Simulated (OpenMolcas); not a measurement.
Mn4+ among 4 point charges of -2 e arranged as a tetrahedron (Td), 1.67 Å from the ion.
```
   0.9642    0.9642    0.9642  -2.00
   0.9642   -0.9642   -0.9642  -2.00
  -0.9642    0.9642   -0.9642  -2.00
  -0.9642   -0.9642    0.9642  -2.00
```

```yaml
Program: OpenMolcas 26.06
Method: CASSCF
Basis: ANO-RCC-VDZP [5s4p2d1f]
Scalar_Hamiltonian: DKH2, point nucleus
Active_space: 3 electrons in 5 orbitals (3d)
State_averaging: 2S+1 = 4 even, 10 roots; 2S+1 = 2 even, 40 roots
Spin-orbit_coupling: RASSI with atomic mean-field integrals over the reference wave functions
```

(1) What is the spin-free ground state (labels of Td)?

(2) Where is the first state of the same spin?

(3) What are the lowest two levels with spin-orbit coupling?

(4) What is χT at 300 K, and how does it compare with the textbook value?

(5) Which ligand-field parameters describe the states?

## Answers

(1) 4T1, 3-fold in its orbital part, 100 % from free-ion F terms; it has the highest spin that d3 allows.

(2) 4T2 at 2020 cm-1 above the ground state.

(3) A 4-fold level Γ8, then a 2-fold level Γ7 121.4 cm-1 above it. Their leading multiplicities are 4 (100 %) and 4 (100 %).

(4) The lowest level has 2S+1 = 4, for which the spin-only value is χT = S(S+1) / 2 = 1.875 cm3 K/mol (g = 2). The computed 0.875 at 300 K differs by -1.000, through orbital momentum, spin-orbit coupling and any other state in reach. With a threefold ground state the orbital momentum is unquenched, so the spin-only value is not expected to hold.

(5) A least-squares ligand-field fit to the states below 45000 cm-1, each weighted by its degeneracy and with a free common offset, gives 10Dq = -2534 cm-1 (negative for this site), B = 1327 cm-1 and C = 5002 cm-1 (C/B = 3.77), with an rms deviation of 44 cm-1. 

An orbital triplet at a regular site is open to Jahn-Teller coupling, which can distort the site and quench the lowest spin-orbit gaps and is left out. Without dynamic correlation the repulsion within the d shell is too large (B by tens of per cent), so at a given field states of lower spin stand too high. The ground term spreads over less than 5000 cm-1, several times less than with real ligands, so orbital moments are less quenched and χT lies further from the spin-only value than at real sites. This is an electrostatic model: the charges have no orbitals. No measured value stands beside these numbers.
